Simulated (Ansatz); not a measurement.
Species: BGeH3F, charge 0, doublet. BGeH3F (SMILES [BH]([GeH2])F, doublet).
B3LYP-D3(BJ)/def2-TZVP minimum from Ansatz (a quantum-chemistry and plane-wave program):
```
Ge
H 1 1.5322
H 1 1.5332 2 112.29
B 1 2.0150 2 122.06 3 180.00
F 4 1.3298 1 120.15 2 180.00
H 4 1.1929 5 118.75 1 180.00
```
Charge 0, spin multiplicity 2.

Property: atomisation energy (electronic, to ground-state atoms), in kcal/mol. UHF or UKS for unpaired electrons; spin-orbit terms are left out. Correlated methods leave the cores frozen (noble-gas shells, and filled d and f shells in the p block). No relativity. CBS(X,Y): correlation extrapolated as X^-3, Hartree-Fock from the larger set. A bracket is a step between two methods taken in the basis named. For partners of very few electrons the exact lower level stands in for a higher one.

CCSD(T)/CBS(cc-pVTZ,cc-pVQZ) + [CCSDT(Q) - CCSD(T)]/cc-pVDZ (Ansatz) gives 438.4 kcal/mol.

**Question.** How far off this value is PBE/def2-TZVPD (Ansatz), in which direction, and how far these levels: B3LYP/def2-TZVPD, PBE0/def2-TZVPD, CCSD(T)/CBS(cc-pVTZ,cc-pVQZ)?

**Answer.** PBE gives 445.8 kcal/mol, 7.4 kcal/mol above it. Differences of the others: B3LYP/def2-TZVPD (Ansatz) -0.2; PBE0/def2-TZVPD (Ansatz) 0.6; CCSD(T)/CBS(cc-pVTZ,cc-pVQZ) (Ansatz) -0.6 kcal/mol.
